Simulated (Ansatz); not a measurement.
Predicting a hybrid from its neighbours: C2H9NSi

The species is C2H9NSi (13 atoms), meant as a singlet with charge 0. As SMILES, `CN(C)[SiH3]`. Geometry: relaxed at PBE0-D4/def2-TZVP.

The HOMO–LUMO gap y, in eV, basis 6-31G(d); a is the functional's share of exact exchange. Programs: Ansatz 0.2.0.

| functional | program | a | y (eV) |
| --- | --- | --- | --- |
| r2SCAN | Ansatz | 0 | 5.75 |
| PBE | Ansatz | 0 | 5.04 |
| B3LYP | Ansatz | 0.2 | ? |
| r2SCAN0 | Ansatz | 0.25 | 7.72 |
| PBE0 | Ansatz | 0.25 | 7.26 |
| BHLYP | Ansatz | 0.5 | 9.45 |

Problem. Fit y = c + s·a to the known rows and predict B3LYP.

Solution. 
1. Means of the 5 rows: a = 0.2000, y = 7.044.
2. Σ(Δa)² = 0.175, Σ(Δa·Δy) = 1.426, so the slope is 1.426/0.175 = 8.1486.
3. Intercept: 7.044 − (8.1486) × 0.2000 = 5.414. The largest residual of the fit is 0.37.
4. B3LYP: 5.414 + (8.1486) × 0.2 = 7.04 eV.

The run gave 6.84 eV, so the prediction is off by +0.20 eV, within the largest residual. Exact exchange lowers occupied levels and raises empty ones. The rows mix families of semi-local functionals, which the line can't see.
